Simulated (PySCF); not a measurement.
## Working out the ionisation energy of As+

As+ [Ar] 3d10 4s2 4p2 (3P) → As(2+) [Ar] 3d10 4s2 4p1 (2P). All numbers are calculated (PySCF 2.14, the spin-free X2C one-electron Hamiltonian (Gaussian nucleus), in x2c-SVPall). Frozen: [Ar] 3d10. Energies in hartree (1 hartree = 27.21139 eV):

| part | As+ (lower) | As(2+) (upper) |
| --- | --- | --- |
| UHF | -2258.276075 | -2257.614565 |
| CCSD correlation | -0.060175 | -0.049626 |
| (T) | -0.000742 | -0.000450 |

**Question.** What does Hartree-Fock give?

**Answer.** (-2257.614565) − (-2258.276075) = 0.661510 hartree = 18.001 eV.

**Question.** What do CCSD and CCSD(T) give?

**Answer.** The CCSD correlation energies differ by 0.010549 hartree = 0.287 eV and the triples by 0.000292 hartree = 0.008 eV, so CCSD gives 18.288 eV and CCSD(T) 18.296 eV.

Reference: 18.589 eV (measured; NIST Atomic Spectra Database, ionization energies), between the lowest levels; spin-orbit coupling is absent from the calculation.

A double-zeta basis recovers only part of the correlation energy.

What remains against the reference includes basis incompleteness, the frozen core and higher excitations.
